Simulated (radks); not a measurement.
The nitrogen anion N- inside a hard spherical wall (all orbitals vanish at R), configuration held at [He] 2s2 2p4 and not refilled when levels cross. Method: scalar-relativistic Kohn-Sham, PBE, spin-polarised, spherical densities, finite nucleus; open shells are filled with parallel spins first; Fermi nuclear charge, rms radius 2.5582 fm; computed with a radial shooting solver on a logarithmic mesh with Libxc functionals. Eigenvalues in eV for spin up, with the zero of energy where the potential of the charges vanishes at infinity; a dash marks a level that is unbound or too diffuse for the functional's potential to be trusted. A positive occupied level is held by the wall or, in an anion where self-interaction has pushed it up, behind a barrier. The pressure on the wall is -dE/dV.

[
 {"R (bohr)": "10", "E (hartree)": "-54.56656", "kinetic (hartree)": "54.466", "e(1s)": "-374.06", "e(2s)": "-9.846", "e(2p)": "1.336", "e(3s, empty)": "4.598", "e(3p, empty)": "5.783", "pressure (GPa)": "0.0480"},
 {"R (bohr)": "8", "E (hartree)": "-54.56018", "kinetic (hartree)": "54.478", "e(1s)": "-373.40", "e(2s)": "-9.242", "e(2p)": "1.896", "e(3s, empty)": "6.294", "e(3p, empty)": "8.168", "pressure (GPa)": "0.186"},
 {"R (bohr)": "7", "E (hartree)": "-54.55298", "kinetic (hartree)": "54.499", "e(1s)": "-372.85", "e(2s)": "-8.790", "e(2p)": "2.330", "e(3s, empty)": "7.825", "e(3p, empty)": "10.229", "pressure (GPa)": "0.480"},
 {"R (bohr)": "6", "E (hartree)": "-54.53750", "kinetic (hartree)": "54.549", "e(1s)": "-371.93", "e(2s)": "-8.091", "e(2p)": "3.031", "e(3s, empty)": "10.391", "e(3p, empty)": "13.501", "pressure (GPa)": "1.51"},
 {"R (bohr)": "5", "E (hartree)": "-54.49797", "kinetic (hartree)": "54.687", "e(1s)": "-370.15", "e(2s)": "-6.856", "e(2p)": "4.342", "e(3s, empty)": "15.218", "e(3p, empty)": "19.204", "pressure (GPa)": "6.00"},
 {"R (bohr)": "4", "E (hartree)": "-54.37323", "kinetic (hartree)": "55.126", "e(1s)": "-366.11", "e(2s)": "-4.263", "e(2p)": "7.250", "e(3s, empty)": "25.765", "e(3p, empty)": "30.567", "pressure (GPa)": "32.6"},
 {"R (bohr)": "3.5", "E (hartree)": "-54.21067", "kinetic (hartree)": "55.676", "e(1s)": "-362.08", "e(2s)": "-1.731", "e(2p)": "10.150", "e(3s, empty)": "36.121", "e(3p, empty)": "40.981", "pressure (GPa)": "87.8"},
 {"R (bohr)": "2.5", "E (hartree)": "-53.04597", "kinetic (hartree)": "59.072", "e(1s)": "-343.29", "e(2s)": "11.149", "e(2p)": "24.482", "e(3s, empty)": "87.248", "e(3p, empty)": "88.298", "pressure (GPa)": "927"}
]
